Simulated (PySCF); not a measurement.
## [HoCl2]+ at several levels of theory

Computed with PySCF 2.14.0 (density fitting, no spin-orbit coupling) at the geometry relaxed with PBE0:

```xyz
3
[HoCl2]+ (singlet in the valence; each metal's 4f electrons, 10 of them, lie in its core potential, out of spins and levels)
Ho    0.0000    0.0000   -0.4996
Cl    1.9459    0.0000    0.8374
Cl   -1.9459    0.0000    0.8374
```

```
level                                     basis    state  HOMO (eV)  gap (eV)  charge on Ho1 (e)  population of f-type functions on Ho1 (polarisation alone where 4f lies in the core)  dipole about the centre of mass (D)  largest force component (eV/Å)
 PBE0    Ho lcecp-1-SVP with ECP56, Cl def2-SVP  singlet     -13.87      5.67               1.28                                                                                  0.04                                 6.33                            0.00
 BP86                                  the same  singlet     -12.66      3.85               1.17                                                                                  0.04                                 5.78                            0.28
 PBE0  Ho lcecp-1-TZVP with ECP56, Cl def2-TZVP  singlet     -13.79      5.71               1.58                                                                                  0.05                                 6.21                            0.22
```

In the lcecp rows the 4f levels are missing from HOMO and gap, and the state counts the valence alone.

Charges are Mulliken's, which hang on the basis. The relaxation used the grid (50, 194), these runs (75, 302) or, all-electron (x2c bases, spin-free X2C Hamiltonian), (99, 590).

(1) What does CAM-B3LYP with Ho lcecp-1-SVP with ECP56, Cl def2-SVP give here?

An lcecp potential fixes the number of 4f electrons, so in runs with it no electron can move into or out of that shell.

Answers

(1) state singlet, HOMO (eV) -15.11, gap (eV) 7.63, charge on Ho1 (e) 1.25, population of f-type functions on Ho1 (polarisation alone where 4f lies in the core) 0.04, dipole about the centre of mass (D) 6.47, largest force component (eV/Å) 0.08. Time: 2.6 s on 2 threads of Arm Neoverse V2, with other jobs on the host, from an already converged density.
